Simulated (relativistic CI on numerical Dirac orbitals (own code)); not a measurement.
Calculated at this level of theory: Dirac-Coulomb-Breit CI, orbitals from a KLI potential per configuration, model QED (radiative potential, 1s self-energy scaled to tabulated hydrogen-like ionisation energies), unscaled Slater integrals (own radial code, finite nucleus).

Configuration list (outside the closed core [Ar] 3d10): 4s2 4p6 4d, 4s2 4p5 4d2, 4s2 4p6 4f, 4s 4p6 4d2, 4s2 4p5 4d 4f, 4s2 4p6 5s, 4s 4p6 4d 4f, 4s2 4p6 5p, 4s2 4p6 5d, 4s2 4p5 4d 5s, 4s2 4p6 5f, 4s2 4p5 4d 5p, 4s2 4p6 6s, 4s2 4p6 5g, 4s2 4p6 6p, 4s2 4p6 6d, 4s 4p6 4d 5s, 4s2 4p5 4d 5d, 4s 4p6 4f 5s, 4p6 4d3, 4p5 4d4, 4p5 4d3 4f, 4p6 4d 4f2, 4p5 4d2 4f2, 4p6 4f3, 4p5 4d 4f3, 4p6 4f2 5s, 4s 4p6 4f2, 4s 4p5 4f3. Double excitations out of closed p, d and f shells are left out; levels of such configurations are missing from the list, as are those of other unlisted configurations, and high levels can miss mixing partners. These lack a partner that the ground configuration has and come out too high: 4s2 4p5 4d 5s, 4s2 4p5 4d 5p, 4s2 4p5 4d 5d, 4s2 4p6 5p, 4s2 4p6 5d.

At this charge energies of transitions that change n are usually good to better than 1 %, and those within a shell (Δn = 0) to a few per cent.

Outline of the computed level scheme of Xe XVIII. Lowest level of each configuration: 4s2 4p6 4d 2D_3/2 at 0.000 eV; 4s2 4p5 4d2 4D°_1/2 at 79.357 eV; 4s2 4p6 4f 2F°_7/2 at 102.452 eV.

Some strong electric-dipole decays among the lowest 45 levels: 4s2 4p5 4d2 2F°_5/2 → 4s2 4p6 4d 2D_3/2 (1.1e+12 s⁻¹); 4s2 4p5 4d2 2P°_1/2 → 4s2 4p6 4d 2D_3/2 (8.4e+11 s⁻¹); 4s2 4p5 4d2 2P°_1/2 → 4s2 4p6 4d 2D_3/2 (7.2e+10 s⁻¹); 4s2 4p5 4d2 4D°_1/2 → 4s2 4p6 4d 2D_3/2 (4.8e+10 s⁻¹); 4s2 4p5 4d2 2P°_3/2 → 4s2 4p6 4d 2D_5/2 (4.1e+10 s⁻¹); 4s2 4p5 4d2 2D°_3/2 → 4s2 4p6 4d 2D_3/2 (2.3e+10 s⁻¹); 4s2 4p5 4d2 2F°_5/2 → 4s2 4p6 4d 2D_5/2 (1.3e+10 s⁻¹); 4s2 4p5 4d2 4D°_5/2 → 4s2 4p6 4d 2D_3/2 (1.3e+10 s⁻¹).

LS names give the leading component of a level, which can be under half, so a name can repeat, a term be missing and a line seem to break the LS rules.
